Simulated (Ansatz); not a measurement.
System: C2H2BCl2, charge -1, multiplicity 1. It need not be the lowest isomer of its formula. Whether it binds its extra electron was not tested at this geometry. 
Structure (B3LYP-D3(BJ)/def2-TZVP (Ansatz, a quantum-chemistry and plane-wave program) minimum search):
```
C
C 1 1.3835
H 1 1.1047 2 123.08
H 2 1.1168 1 107.92 3 0.00
B 1 1.4917 3 114.23 2 -180.00
Cl 5 1.7909 1 126.47 3 180.00
Cl 5 1.8275 1 120.51 3 0.00
```
Charge -1, spin multiplicity 1.

Basis-set convergence of Hartree-Fock and MP2 correlation energies (hartree) with Ansatz. Cores are frozen in the correlated levels unless marked. No spin-orbit coupling. No relativistic terms. This anion needs diffuse functions, which these sets lack.

```tsv
basis	functions	E(HF)	E(corr, MP2)
cc-pV(D+d)Z	98	-1020.61942	-0.61315
cc-pV(T+d)Z	196	-1020.67585	-0.79346
cc-pV(Q+d)Z	353	…	…
```

What belongs in the gaps?


- cc-pV(Q+d)Z, E(HF): -1020.69144
- cc-pV(Q+d)Z, E(corr, MP2): -0.86072
